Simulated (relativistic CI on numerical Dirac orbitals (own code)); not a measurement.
# d1 to d9 in one octahedral field

Computed with a parametric ligand-field model without spin-orbit coupling, by exact diagonalisation: B = 680, C = 2670, 10Dq = 29600 cm⁻¹ (Oh; |10Dq|/B = 43.5) for every shell. Energies in cm⁻¹; the field energy is (0.6 n_e − 0.4 n_t2) × 10Dq of the ground term; g labels are left out.

```csv
Shell,Ground term,Electrons in e,Field energy,First spin-allowed bands,Lowest term of other spin
d1,2T2,0.000,-11840,2E 29600,
d2,3T1,0.013,-23308,"3T2 28020, 3T1 36640",1T2 9689
d3,4A2,0.000,-35520,"4T2 29600, 4T1 37071",2E 13296
d4,3T1,0.019,-46808,"3E 27058, 3T1 27710",1T2 8086
d5,2T2,0.035,-58165,"2A2 26110, 2T1 26357",4T1 16704
d6,1A1,0.026,-70282,"1T1 27712, 1T2 37189",3T1 22012
d7,2E,1.018,-52756,"2T1 27552, 2T2 28179",4T1 16433
d8,3A2,2.000,-35520,"3T2 29600, 3T1 37071",1E 10687
d9,2E,3.000,-17760,2T2 29600,
```

Low spin: d4, d5, d6, d7; the other shells keep the spin of the free ion. Only d4 to d7 can choose; the field needed to pair spins is smallest for d6 and largest for d5, which loses most exchange energy. In the strong-field picture 10Dq must exceed about 6B + 5C = 17430 (d4), 7.5B + 5C = 18450 (d5), 2.5B + 4C = 12380 (d6) and 4B + 4C = 13400 (d7); mixing of terms shifts these bounds somewhat.
